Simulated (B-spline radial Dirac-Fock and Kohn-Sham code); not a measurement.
## X-ray form factors of tin in several charge states

The computed values come from an atomic code on a B-spline grid: Dirac-Fock orbitals of the configuration average with a finite nucleus.

Configurations: Sn³⁺ [Kr] 4d10 5s1; Sn⁴⁺ [Kr] 4d10; Sn⁷⁺ [Kr] 4d7; Sn⁹⁺ [Kr] 4d5; Sn¹⁰⁺ [Kr] 4d4. The first column is f₀ of Sn³⁺, the others are differences from it.

```csv
s (Å⁻¹),Sn³⁺,Δ Sn⁴⁺,Δ Sn⁷⁺,Δ Sn⁹⁺,Δ Sn¹⁰⁺
0,47.000,-1.000,-4.000,-6.000,-7.000
0.05,46.490,-0.901,-3.794,-5.739,-6.714
0.1,45.053,-0.649,-3.241,-5.028,-5.935
0.15,42.923,-0.351,-2.501,-4.051,-4.851
0.2,40.380,-0.103,-1.745,-3.008,-3.677
0.25,37.671,+0.048,-1.091,-2.050,-2.577
0.3,34.977,+0.105,-0.589,-1.257,-1.644
0.35,32.416,+0.101,-0.239,-0.653,-0.912
0.4,30.058,+0.069,-0.017,-0.226,-0.378
0.45,27.939,+0.032,+0.108,+0.049,-0.018
0.5,26.072,+0.001,+0.163,+0.206,+0.200
0.6,23.045,-0.026,+0.159,+0.282,+0.335
0.7,20.791,-0.024,+0.095,+0.202,+0.260
0.8,19.065,-0.012,+0.032,+0.090,+0.126
0.9,17.648,-0.001,-0.011,-0.001,+0.011
1,16.391,+0.005,-0.034,-0.055,-0.063
1.1,15.209,+0.007,-0.041,-0.079,-0.097
1.2,14.068,+0.006,-0.040,-0.081,-0.104
1.4,11.914,+0.002,-0.028,-0.061,-0.081
1.6,10.032,0.000,-0.016,-0.036,-0.050
```
